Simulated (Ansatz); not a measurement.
Job for Ansatz (a program for electronic structure): U-B3LYP/def2-TZVPP on CH2NO (SMILES [NH]C=O), 2S+1 = 2, atoms moved off the minimum.

Ansatz 0.2 input:
```yaml
crystal:
  periodic: [false, false, false]
  atoms:
    - {symbol: N, position_ang: [0.83733517, -0.98686962, -0.18333560]}
    - {symbol: C, position_ang: [-0.32296502, -0.44214400, 0.26352145]}
    - {symbol: O, position_ang: [-0.44678533, 1.12080063, 0.01365861]}
    - {symbol: H, position_ang: [1.61192891, -0.05475918, -0.18584574]}
    - {symbol: H, position_ang: [-0.99660881, -0.85675600, 0.16834470]}
basis:
  gaussian:
    orbitals: def2-TZVPP
hamiltonian:
  xc: {name: B3LYP}
magnetization: {spin_polarized: true, initial_magnetization: 1}
output: {forces: true}
```

The head of its log:

```
WARN ansatz: RAYON_NUM_THREADS=1 ignored (pool sized by the plan → 1); use --threads N
Functional definition: B3LYP
integrals: 0.02 GiB planned
604 factors; their error is unknown
mean field: 0.39 GiB planned
mean field evaluation 1: about -4598.4563 eV, gradient 2.7e1 eV
mean field evaluation 2: about -4596.6132 eV, gradient 3.3e1 eV
```

Problem. What total energy does the run end on?

Solution. -169.1022 hartree.
